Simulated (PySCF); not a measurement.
## Broadened absorption spectrum of C4H8O3Si

Compound: C4H8O3Si.
Atom-mapped SMILES: `[CH3:1][Si@H:2]1[O:3][CH2:4][CH2:5][C:6](=[O:7])[O:8]1` (hydrogens: H9, H10, H11 on C1; H12 on Si2; H13, H14 on C4; H15, H16 on C5)

Structure used (GFN2-xTB), in Å, numbered top down from 1:
```xyz
16
C4H8O3Si angstrom
C      2.522    0.356   -0.334
Si     0.963   -0.699   -0.420
O      0.236   -0.692    1.041
C     -1.156   -0.533    1.143
C     -1.659    0.612    0.265
C     -1.372    0.360   -1.202
O     -2.180    0.524   -2.071
O     -0.136   -0.047   -1.476
H      2.316    1.389   -0.063
H      3.030    0.358   -1.291
H      3.207   -0.049    0.402
H      1.123   -2.059   -0.923
H     -1.654   -1.466    0.856
H     -1.376   -0.328    2.195
H     -1.138    1.529    0.551
H     -2.731    0.753    0.394
```

Theory: PySCF, TDDFT CAM-B3LYP/def2-SVPD, vertical, gas phase, core orbitals frozen in the response.

Each state is given a Gaussian of 0.5 eV full width at half maximum, with ε(max) = 2.175×10⁸ f / Δν̃ (Δν̃ the width in cm⁻¹). The width is an assumption, not a result. The curve ends short of the highest state used, and states not computed would add to its high-energy end.

```
λ (nm)  ε (L mol⁻¹ cm⁻¹)
 157.4              5988
 160.7              3279
 164.0              1942
 167.3               965
 170.6               347
 173.8                92
 177.1                17
 180.4                 2
 183.7                 0
 187.0                 0
 190.3                 0
 193.6                 0
 196.9                 0
 200.1                 2
 203.4                 5
 206.7                11
 210.0                21
 213.3                31
 216.6                39
 219.9                41
 223.2                37
 226.4                29
 229.7                20
 233.0                12
 236.3                 6
 239.6                 3
 242.9                 1
 246.2                 1
 249.5                 0
 252.7                 0
```

Problem. Locate the maxima and give the states behind the curve.

Solution. 219 nm (5.65 eV), ε about 41, made up of S1 (100%) (ε in L mol⁻¹ cm⁻¹; maxima over ε = 5, shares over 10%). At its high-energy end, 7.88 eV, the curve is still rising (ε about 6100, from S3, S4, S5 and S6). The states used: S1 5.66 eV (f 0.0008); S2 7.62 eV (f 0.018); S3 7.72 eV (f 0.016); S4 7.92 eV (f 0.014); S5 8.05 eV (f 0.018); S6 8.20 eV (f 0.192); S7 8.40 eV (f 0.045); S8 8.48 eV (f 0.034).

Problem. On this curve, what absorbance would a 10⁻³ mol/L sample give at 222 nm over a 1 cm path?

Solution. 222 nm is 5.585 eV, where ε is about 39 L mol⁻¹ cm⁻¹, so A = ε c l ≈ 0.039 (Beer–Lambert, with the gas-phase spectrum and the assumed width).

Problem. Coming from long wavelengths, where does ε first pass 100 L mol⁻¹ cm⁻¹?

Solution. At about 174 nm (7.14 eV), 1.49 eV above S1.

Problem. What would ε be at 5.65 eV, the highest of these maxima, with half the width (0.25 eV)?

Solution. About 81.9 L mol⁻¹ cm⁻¹ against 41, a factor of about 2.00; a lone state at its own centre would give exactly 2.

One conformer stands for the species.
